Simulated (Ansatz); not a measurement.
Results of the Gaussian-basis code of Ansatz.

A structure relaxed at PBE0-D4/def2-TZVP, charge 0, multiplicity 1:

```tsv
atom	x (Å)	y (Å)	z (Å)
B1	-0.346	2.176	1.685
Si2	-0.410	0.964	0.082
C3	0.419	-0.707	0.267
Ge4	0.323	-1.829	-1.335
H5	-0.879	3.246	1.631
H6	0.207	1.892	2.708
H7	0.215	1.701	-1.059
H8	-1.846	0.764	-0.285
H9	-0.040	-1.254	1.095
H10	1.473	-0.565	0.522
H11	1.002	-1.114	-2.516
H12	-1.148	-2.098	-1.698
H13	1.030	-3.176	-1.097
```

Q: Give its formula and SMILES.

A: CH9BGeSi, `B[SiH2][CH2][GeH3]`.

Q: Point group (tolerance 0.08 Å, 0.16 Å for H)?

A: Cs.

Q: Summarise the bond lengths by kind.

A: 1 × B–Si 2.010 Å; 2 × B–H 1.197 Å; 1 × C–Si 1.874 Å; 2 × H–Si 1.495 to 1.496 Å; 1 × C–Ge 1.958 Å; 2 × C–H 1.094 Å; 3 × Ge–H 1.539 to 1.540 Å.
